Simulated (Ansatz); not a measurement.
Mulliken charges of `[Cl][SnH3]` from PBE/def2-TZVPP in Ansatz (PBE0-D4/def2-TZVP geometry).

| atom | x (Å) | y (Å) | z (Å) | charge (e) |
| --- | --- | --- | --- | --- |
| Cl1 | -1.839 | 0.332 | 1.030 | -0.375 |
| Sn2 | 0.169 | -0.045 | -0.098 | 0.668 |
| H3 | -0.120 | 0.363 | -1.722 | -0.098 |
| H4 | 0.523 | -1.694 | 0.111 | -0.098 |
| H5 | 1.318 | 0.970 | 0.637 | -0.098 |

Q: By hand: the dipole of these point charges (1 e Å = 4.8032 D).

A: Σ q r = (0.634, -0.119, -0.356) e Å, of length 0.737 e Å = 3.54 D.

Q: How does the dipole of the full density compare? (Estimate.)

A: Computed: (0.421, -0.079, -0.236) e Å, 2.35 D; the point charges give 1.51 times that, at 0° from its direction.

Point charges leave out the atoms' own dipoles, such as those of lone pairs, and Mulliken's split depends on the basis, so the two needn't agree.
